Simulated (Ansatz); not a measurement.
Two members of one family (Series Cr(N)X3), computed with Ansatz in the gas phase. The two geometries come from different levels. Binding counts from free atoms in the multiplicity of their measured ground term, without zero-point energy. Names give formal oxidation states. The structures are stationary points that may keep the symmetry of their start. Remarks come from the PBE and PBE0 runs and from stability tests at other levels; not every state was tested.

First: CrNF3 (singlet, charge 0, PBE0-D4/def2-SVP geometry).

| atom | x (Å) | y (Å) | z (Å) |
| --- | --- | --- | --- |
| Cr1 | 0.009 | -0.011 | -0.004 |
| N2 | -0.911 | 1.083 | 0.371 |
| F3 | 0.774 | -0.488 | 1.424 |
| F4 | 1.084 | 0.646 | -1.129 |
| F5 | -0.957 | -1.230 | -0.663 |

```
              level  HOMO (eV)  LUMO (eV)  gap (eV)  binding per atom (eV)
    PBE-D4/def2-SVP      -8.75      -5.42      3.33                   4.12
revPBE-D4/def2-TZVP      -8.82      -5.40      3.42                   3.83
   PBE0-D4/def2-SVP     -10.76      -4.73      6.03                   3.26
  PBE0-D4/def2-TZVP     -10.76      -4.61      6.15                   3.27
 PBE0-D4/def2-TZVPD     -10.73      -4.58      6.15                   3.28
```

Metal–donor distances: 1 × N 1.48 Å, 3 × F 1.69 Å. Remarks: restricted SCF unstable in HF.

Second: CrN(OH)3 (singlet, charge 0, B3LYP-D4/def2-SVP geometry).

```xyz
8

Cr    0.011    0.009    0.037
N    -0.398   -0.317   -1.367
O    -1.074   -0.835    1.113
H    -1.777   -1.386    0.739
O    -0.117    1.738    0.237
H    -0.414    2.279   -0.509
O     1.657   -0.533    0.246
H     2.113   -0.955   -0.495
```

Task: Estimate how these quantities change from the first to the second (second minus first).

Result: 
```csv
level,Δ HOMO (eV),Δ LUMO (eV),Δ gap (eV),Δ binding per atom (eV)
PBE-D4/def2-SVP,1.52,2.07,0.55,-0.09
revPBE-D4/def2-TZVP,1.30,1.90,0.60,0.01
PBE0-D4/def2-SVP,1.86,2.05,0.19,0.21
PBE0-D4/def2-TZVP,1.60,1.86,0.25,0.22
PBE0-D4/def2-TZVPD,1.54,1.80,0.26,0.21
```

Metal–donor distances: 1 × N 1.50 Å, 3 × O 1.75 Å. Remarks: restricted SCF unstable in HF.
